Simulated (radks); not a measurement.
The numbers below are computed, except where a source is named.
Task: Species: the neon ion Ne+. Configuration: [He] 2s2 2p5 (the NIST ground configuration). Code: a radial shooting solver on a logarithmic mesh with Libxc functionals. Model: Dirac Kohn-Sham, PBE, spin-unpolarised, spherical densities, point nucleus; open shells are shared between the two j in proportion to 2j + 1; speed of light set to 13703.6 atomic units (100 times the physical value, a model run). Some entries of the table are withheld. Estimate them.

| orbital | occ. | eigenvalue (eV) | <1/r> (bohr^-1) |
|---|---|---|---|
| 1s1/2 | 2 | -852.2626 | (1) |
| 2s1/2 | 2 | -55.5132 | 1.688 |
| 2p1/2 | 1.66667 | (2) | (3) |
| 2p3/2 | 3.33333 | (4) | (5) |

Result: 
(1) 1s1/2 <1/r> (bohr^-1): 9.604
(2) 2p1/2 eigenvalue (eV): -32.2882
(3) 2p1/2 <1/r> (bohr^-1): 1.539
(4) 2p3/2 eigenvalue (eV): -32.2882
(5) 2p3/2 <1/r> (bohr^-1): 1.539
